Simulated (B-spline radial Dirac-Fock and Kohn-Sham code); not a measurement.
**Se⁺ 4s: cross section and angular parameters**

System: Se⁺, [Ar] 3d10 4s2 4p3; threshold 30.64 eV (orbital energy of the model). Calculated with a B-spline atomic structure program, using Dirac-Hartree-Slater photoionisation with a Latter tail; cross sections with all multipoles, angular parameters from the dipole term and its interference with E2.

For linearly polarised light dσ/dΩ = σ/(4π) [1 + β P₂(cos θ) + (δ + γ cos²θ) sin θ cos φ], with θ from the polarisation vector and φ the angle between the beam and the projection of the electron momentum on the plane normal to the polarisation.

| hν (eV) | σ (kb) | β | γ |
| --- | --- | --- | --- |
| 52.8 | 198 | 1.985 | -0.030 |
| 53 | ? | ? | ? |
| 53.6 | 197 | 1.985 | -0.024 |
| 54.5 | 197 | 1.986 | -0.019 |
| 58.6 | 197 | 1.988 | 0.006 |
| 89.2 | 159 | 1.993 | 0.144 |
| 113 | 124 | 1.995 | 0.195 |
| 148 | 88.1 | 1.996 | 0.224 |
| 150 | 86.6 | 1.996 | 0.225 |
| 183 | 66.2 | 1.996 | 0.232 |
| 216 | 52.4 | 1.997 | 0.231 |
| 235 | 46.4 | 1.997 | 0.229 |
| 296 | 33.0 | 1.997 | 0.209 |
| 312 | 30.5 | 1.997 | 0.203 |
| 400 | 21.0 | 1.998 | 0.165 |
| 492 | 15.2 | 1.998 | 0.124 |
| 905 | 5.56 | 1.998 | -0.014 |
| 1486.9 | 2.29 | 1.998 | -0.071 |
| 2000 | 1.31 | 1.998 | -0.047 |
| 2170 | 1.12 | 1.999 | -0.031 |
| 3450 | 0.445 | 1.999 | 0.159 |
| 4000 | 0.327 | 1.999 | 0.255 |
| 4100 | 0.311 | 1.999 | 0.272 |
| 4430 | 0.264 | 1.998 | 0.331 |
| 5414.7 | 0.171 | 1.998 | 0.506 |
| 6000 | 0.136 | 1.998 | 0.607 |
| 7580 | 0.0807 | 1.998 | 0.866 |
| 9580 | 0.0470 | 1.998 | 1.166 |
| 9990 | 0.0426 | 1.998 | 1.225 |
| 15000 | 0.0159 | 1.997 | 1.863 |

Problem. Give the values at 53 eV.

Solution. σ = 198 kb, β = 1.985, γ = -0.028. For an s subshell δ is negligible.
